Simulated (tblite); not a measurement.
Compound: C5H12N3OSi (charge +1).
Cartesian coordinates in Å at the GFN2-xTB level; atoms count from 1:
```xyz
22
C5H12N3OSi angstrom
C      2.763    0.104    0.470
O      1.716    1.030    0.216
C      0.478    0.606    0.057
C     -0.183   -0.623    0.021
Si     0.412   -2.437    0.181
N     -1.473   -0.275   -0.220
C     -2.610   -1.135   -0.372
N     -1.645    1.004   -0.323
N     -0.474    1.555   -0.157
C     -0.280    2.975   -0.210
H      2.657   -0.332    1.464
H      2.788   -0.684   -0.286
H      3.679    0.690    0.425
H      0.983   -2.749   -1.126
H      1.373   -2.461    1.274
H     -0.787   -3.208    0.484
H     -2.440   -1.853   -1.173
H     -2.810   -1.671    0.556
H     -3.464   -0.506   -0.616
H      0.474    3.217   -0.959
H     -1.230    3.435   -0.467
H      0.062    3.340    0.759
```

Level: GFN2-xTB in tblite, geometry and Hessian alike; calculated harmonic values, unscaled, isolated species. Errors from tens to a few hundred cm⁻¹ against measured bands are possible. Modes of hydrogen on silicon can be 10 to 20 % off. One conformer, not necessarily the lowest.

Harmonic wavenumbers (cm⁻¹): 31.6, 58.6, 67.4, 127.3, 167.0, 183.3, 186.9, 202.3, 209.1, 254.1, 272.4, 321.8, 368.0, 412.1, 536.5, 546.7, 584.0, 613.7, 634.0, 666.9, 679.1, 739.9, 764.0, 803.8, 918.3, 1034.9, 1051.9, 1074.9, 1086.6, 1090.4, 1093.6, 1109.8, 1141.7, 1228.2, 1327.4, 1382.9, 1387.8, 1390.1, 1404.3, 1414.9, 1420.0, 1427.4, 1428.5, 1439.6, 1440.9, 1446.8, 1458.7, 1566.7, 2313.3, 2335.6, 2347.5, 2983.5, 2992.1, 3013.9, 3018.4, 3026.9, 3027.1, 3040.3, 3051.9, 3064.8.

A = 1342, B = 1153, C = 632.5 MHz; mass 158.075 u (most abundant isotopes); point group C1, symmetry number 1.

Problem. What is the zero-point energy?

Solution. ½Σν̃ = 37206 cm⁻¹ = 445.09 kJ/mol.

Problem. Give the ideal-gas entropy at 298.15 K and 1 bar in the rigid-rotor, harmonic-oscillator model (classical rotation).

Solution. Translation 172.00, rotation 126.25, vibration 167.20: S = 465.5 J/(mol K).

Problem. And Cp and H(298.15 K) − H(0)?

Solution. Cp = 195.77 J/(mol K), of which vibrations give 162.51 (their classical limit is 60 R = 498.9); H(298.15 K) − H(0) = 35.57 kJ/mol without the zero-point energy, 25.65 from vibrations.

Problem. How do the functions run with temperature in this model?

Solution. 
```json
{"T (K)": "100", "S (J/(mol K))": "313.8", "Cp (J/(mol K))": "96.7", "H − H(0) (kJ/mol)": "6.33", "G − H(0) (kJ/mol)": "-25.05", "ln q(vib)": "2.63"}
{"T (K)": "200", "S (J/(mol K))": "397.3", "Cp (J/(mol K))": "148.5", "H − H(0) (kJ/mol)": "18.67", "G − H(0) (kJ/mol)": "-60.79", "ln q(vib)": "6.29"}
{"T (K)": "300", "S (J/(mol K))": "466.7", "Cp (J/(mol K))": "196.7", "H − H(0) (kJ/mol)": "35.93", "G − H(0) (kJ/mol)": "-104.07", "ln q(vib)": "9.82"}
{"T (K)": "500", "S (J/(mol K))": "588.2", "Cp (J/(mol K))": "282.9", "H − H(0) (kJ/mol)": "84.26", "G − H(0) (kJ/mol)": "-209.85", "ln q(vib)": "16.54"}
{"T (K)": "800", "S (J/(mol K))": "741.6", "Cp (J/(mol K))": "368.9", "H − H(0) (kJ/mol)": "183.17", "G − H(0) (kJ/mol)": "-410.11", "ln q(vib)": "25.84"}
{"T (K)": "1000", "S (J/(mol K))": "828.1", "Cp (J/(mol K))": "406.1", "H − H(0) (kJ/mol)": "260.88", "G − H(0) (kJ/mol)": "-567.26", "ln q(vib)": "31.51"}
```

q(vib) and H(0) count from the zero-point level.

Problem. What must be added to the electronic energy to get the Gibbs energy at 298.15 K and 1 bar?

Solution. ZPE + [H(298.15 K) − H(0)] − T·S = 445.09 + 35.57 − 138.77 = 341.89 kJ/mol.

Problem. Which modes carry the vibrational entropy at 298.15 K?

Solution. 31.6 cm⁻¹: 23.96; 58.6 cm⁻¹: 18.84; 67.4 cm⁻¹: 17.69; 127.3 cm⁻¹: 12.50; 167.0 cm⁻¹: 10.33; 183.3 cm⁻¹: 9.60 J/(mol K); the other 54 give 74.28 together.

Problem. Blend soft modes into free rotors: weight 1/[1 + (100 cm⁻¹/ν̃)⁴] for the oscillator and the rest for a rotor with moment μB/(μ + B), μ = h/(8π²ν), B = 10⁻⁴⁴ kg m². What vibrational entropy results?

Solution. 152.07 J/(mol K) in place of 167.20, which changes −T·S at 298.15 K by +4.51 kJ/mol.

Hindered rotation and anharmonicity are outside this model. Other conformers, if any are populated, would add a mixing term that is left out. The structure is chiral; the term R ln 2 for an equal mix with its mirror image is left out.
